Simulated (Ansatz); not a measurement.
The same path of C$_{2}$H$_{4}$B$_{2}$ (8 atoms, charge 0, multiplicity 1) was run twice with different band settings. Lost on the way: B4–H8. Made: B3–H8.

Method: RKS B3LYP-D4/def2-SVP in Ansatz.

Relaxed end points:

```xyz
8
Properties=species:S:1:pos:R:3
C -0.237 1.002 -0.368
C 0.613 -0.102 0.122
B 1.595 -0.962 0.552
B 0.225 -1.623 0.572
H -0.793 0.713 -1.275
H -0.975 1.310 0.392
H 0.377 1.882 -0.616
H -0.807 -2.221 0.620
```

```xyz
8
Properties=species:S:1:pos:R:3
C -0.332 0.971 -0.367
C -0.460 -0.418 0.113
B 0.678 -1.488 0.575
B -0.833 -1.674 0.529
H -0.767 1.075 -1.375
H -0.872 1.664 0.300
H 0.719 1.298 -0.417
H 1.867 -1.428 0.643
```

Common settings: movable images 5; climbing image yes; spring 5.0 eV/Å²; optimiser quadratic models (default); start path through a guess of the saddle point; end points relaxed.

| run | force threshold | iteration limit |
| --- | --- | --- |
| 1 | 0.05 eV/Å | 53 |
| 2 | 0.2 eV/Å | 60 |

**Question.** What does each run give, and how far can it be trusted?

**Answer.** Run 1: converged after 19 iterations, highest image 2.874 eV above the first end. Neighbouring images differ by up to 1.9 eV, so the band resolves the path poorly. A vibrational analysis at the climbing image gives 2 clearly imaginary modes (1156i, 132i cm⁻¹): a point of higher order. A lower path may pass nearby, or the ends, which weren't checked, may share the extra mode.
Run 2: converged after 18 iterations, highest image 2.874 eV above the first end. The threshold of 0.2 eV/Å is loose, so the images may lie well off the minimum-energy path. Neighbouring images differ by up to 1.9 eV, so the band resolves the path poorly. Another band between the same ends (5 images) ends at a top of the same energy, where a vibrational analysis finds 2 clearly imaginary modes.
The orbitals stay closed-shell, which can raise the energy where a bond breaks towards radicals; this wasn't checked here.
